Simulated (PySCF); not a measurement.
## The second ionisation energy along group 12

Calculated with PySCF 2.14 from differences of total energies of unrestricted determinants, without spin-orbit coupling. Values in eV. The last column holds reference values (NIST; (s) semi-empirical, (t) theoretical, else measured). Unmarked ones compare directly (S terms, centres of terms, or small fine structure); those marked * lie between the lowest fine-structure levels and include a spin-orbit shift.

```tsv
element	configurations	UHF	PBE0	MP2 (valence)	SCS-MP2 (valence)	reference
Zn (cc-pVTZ-PP with ECP10MDF, ECP)	[Ar] 3d10 4s1 → [Ar] 3d10	16.839	18.277	17.727	17.576	17.964
Cd (cc-pVTZ-PP with ECP28MDF, ECP)	[Kr] 4d10 5s1 → [Kr] 4d10	15.537	17.058	16.666	16.482	16.908
Hg (cc-pVTZ-PP with ECP60MDF, ECP)	[Xe] 4f14 5d10 6s1 → [Xe] 4f14 5d10	17.099	18.769	18.595	18.384	18.757
```

```tsv
method	elements	mean error (eV)	mean absolute error (eV)	largest error (eV)
UHF	3	-1.385	1.385	-1.658
PBE0	3	0.158	0.158	0.312
MP2 (valence)	3	-0.214	0.214	-0.242
SCS-MP2 (valence)	3	-0.396	0.396	-0.427
```

Errors include the incompleteness of the basis and the frozen core.

"Valence" correlates the outer s and p shells and, in groups 3 to 12 and the f block, the outer d or f shell, open or full, or the next shell where the ion has no valence electron left; the wider scheme adds the next inner shell.
